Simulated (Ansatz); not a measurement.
Worked example: the step energy

An elementary step of SiH$_{5}$O$_{2}$F, singlet (SiH₃OF ([OH][SiH2][F]) + H₂O → SiH₄O₂ ([OH][SiH2][OH]) + HF; Si–F, H–O broken or loosened, Si–O, F–H formed or tightened). “Start” and “end” are the PBE0-D4/def2-TZVP structures reached by relaxing down either side of its saddle point, with the molecules still in contact.

Program: Ansatz 0.2.0. Basis: def2-TZVPP and def2-QZVPP. Cores are frozen in the correlated methods.

Energies in eV:

| quantity | end | start |
| --- | --- | --- |
| Hartree–Fock, triple zeta (X = 3) | -14728.06422 | -14728.44103 |
| Hartree–Fock, quadruple zeta (X = 4) | -14728.65053 | -14729.05175 |
| MP2 correlation, X = 3 | -24.12342 | -23.95140 |
| MP2 correlation, X = 4 | -26.19834 | -26.02146 |
| CCSD(T) correlation, X = 3 | -25.44895 | -25.29222 |

(1) Work out the step energy at the basis limit: extrapolate Hartree–Fock as E(X) = E∞ + A exp(−7.88 √X) and the MP2 correlation as E(X) = E∞ + B X^−2.97 (the exponents that Neese and Valeev fitted for def2-TZVPP and QZVPP), then add CCSD(T) − MP2 in triple zeta.

No T1 diagnostic of these runs exceeds 0.012.

Results:

(1) Each step is linear, so take the differences first (end − start): Hartree–Fock 0.37681 (X = 3) and 0.40122 (X = 4); MP2 correlation -0.17202 and -0.17688; CCSD(T) correlation -0.15673.
Two points give E∞ = E(4) + w [E(4) − E(3)], with w = 1/(exp(7.88 (2 − √3)) − 1) = 0.1377 for Hartree–Fock and w = 1/((4/3)^2.97 − 1) = 0.7407 for the correlation.
Hartree–Fock: 0.40122 + 0.1377 × 0.02441 = 0.4046 eV.
MP2 correlation: -0.17688 + 0.7407 × (-0.00486) = -0.1805 eV.
CCSD(T) − MP2: -0.15673 − (-0.17202) = 0.0153 eV.
Sum: 0.4046 + (-0.1805) + 0.0153 = 0.2394 eV, or 5.52 kcal/mol. Plain CCSD(T) in triple zeta gives 0.2201 eV, so the larger basis shifts the result by 0.0193 eV.

The step is the kind of ligand exchange by which a precursor binds to a hydroxyl group, or is hydrolysed, in atomic layer deposition of oxides.

Labels in which every atom is bracketed show which atoms are joined, not bond orders.

For scale, one of the runs: CCSD(T)/def2-TZVPP, 205 basis functions, launched by `ansatz run in.yaml --threads 3 --pin off --events-out ev --progress --plain --max-ram 6092MiB`. Hardware: 3 CPU threads of an Intel Xeon, shared host. Wall time 51 s; peak host memory 3 GiB.
